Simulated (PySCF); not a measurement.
Electron affinity of Ni by level of theory

Ni⁻ [Ar] 3d9 4s2 (2D) → Ni [Ar] 3d8 4s2 (3F), as a difference of total energies. All numbers are calculated (PySCF 2.14, the non-relativistic Hamiltonian (point nucleus), in aug-cc-pVDZ (7s6p4d2f, 59 functions)). Correlated levels: valence: [Ar] frozen. The calculations carry no spin-orbit coupling.

| method | electron affinity (eV) |
| --- | --- |
| UHF | -1.401 |
| MP2 (valence) | 1.448 |
| SCS-MP2 (valence) | 1.123 |
| CCSD (valence) | 0.744 |
| CCSD(T) (valence) | 1.003 |

These non-relativistic numbers lack the scalar-relativistic shift.

The reference lies between the lowest fine-structure levels, while these numbers refer to the centres of the terms.

Errors of the correlated levels include the incompleteness of this basis and the frozen core.

A negative affinity means that the anion lies above the atom at that level of theory.

The coupled-cluster amplitudes are large for Ni⁻ (T1 above 0.03 or a double amplitude above 0.15), so a single reference is strained.

For comparison: 1.157 eV (measured; photodetachment measurements, as compiled on the Wikipedia data page of electron affinities).
